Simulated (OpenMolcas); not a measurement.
# Zr I: effect of the IPEA shift

```yaml
Program: OpenMolcas
Basis: ANO-RCC-VTZP [7s6p4d2f1g]
Scalar_Hamiltonian: DKH2, point nucleus
Active_space: 2 electrons in 5 orbitals (4d)
State_averaging: 2S+1 = 3 even, 10 roots; 2S+1 = 1 even, 15 roots
Spin-orbit_coupling: RASSI with atomic mean-field integrals over the reference wave functions, term energies averaged over their components
```

Methods on the same reference wave functions:
A. CASSCF
B. SS-CASPT2, IPEA 0 Eh, imaginary shift 0.1 Eh (closed shells correlated: 4s 4p 5s)
C. SS-CASPT2, IPEA 0.25 Eh, imaginary shift 0.1 Eh (closed shells correlated: 4s 4p 5s)

Energies in cm-1 above 4d2 5s2 3F2, the measured ground level; measured values from NIST Handbook of Basic Atomic Spectroscopic Data.

| Level | A | B | C | Measured |
| --- | --- | --- | --- | --- |
| 4d2 5s2 3F2 | 0.0 | 0.0 | 0.0 | 0.0 |
| 4d2 5s2 3F3 | 585 | 625 | 613 | 570 |
| 4d2 5s2 3F4 | 1304 | 1340 | 1329 | 1241 |
| 4d2 5s2 1D2 | 8249 | 4050 | 4760 |  |
| 4d2 5s2 3P0 | 9319 | 6080 | 7170 | 4197 |
| 4d2 5s2 3P1 | 9540 | 6330 | 7410 | 4376 |
| 4d2 5s2 3P2 | 10068 | 6790 | 7860 |  |
| 4d2 5s2 1G4 | 12435 | 10000 | 9840 | 8057 |
| 4d2 5s2 1S0 | 29436 | 19200 | 19840 |  |

Deviations, from unrounded energies. A percentage is the sum of absolute deviations over the sum of measured energies, with the sign that they share, or ± where signs differ.

```csv
Against measurement,Levels,A,B,C
mean absolute deviation (cm-1),5,2900,1200,1600
fine structure of the ground term (%),2,+4.3,+8.5,+7.2
other terms of the ground configuration (%),3,+88.2,+34.7,+46.8
```

B lies closest to measurement on these levels and A furthest from it. The largest miss of B in the table is 4d2 5s2 3P1, by +1900 cm-1. The ranking rests on the paired levels alone, and a cruder setting can come out closer through cancelling errors.

Between B and C the level of the table that moves most is 4d2 5s2 3P1, by 1100 cm-1 (lowest in B, highest in C). Moves below CASPT2's spread within the term are not significant.

The mean deviations of B to C differ by less than CASPT2's widest spread within a term (1600 cm-1), so their order carries little weight.

From A to B the spin-free energies of the other terms of 4d2 5s2 shown, above 3F, scale by factors of 0.43 to 0.79.

The lowest spin-free term lies below A's lowest term by 0.337 hartree in B, 0.326 hartree in C.

CASPT2 breaks the degeneracy within a term, and the mean is taken; among the terms shown or strongly mixed into the levels shown the widest spread is 1600 cm-1 (4d2 5s2 1G, B). With the s shell closed, the reference lacks s² → p², s² → d² and s → d mixing, so excited terms can stand far too high and out of order, with CASPT2 too. Without dynamic correlation excited terms often stand tens of per cent too high (terms of higher spin than the ground term too low), and those without a measured partner can miss by more than the paired ones (holds for A). Some terms miss by over 15 % even with CASPT2, which points to a basis or an active space too small for the shells correlated (holds for B; C). Measured partners are found by configuration, term and J. A level has none where our copy of the source lacks it or the pairing is in doubt (some pairs that miss far off the trend of their configuration count as doubtful), and it then counts in no deviation. Only configurations of the active space appear.
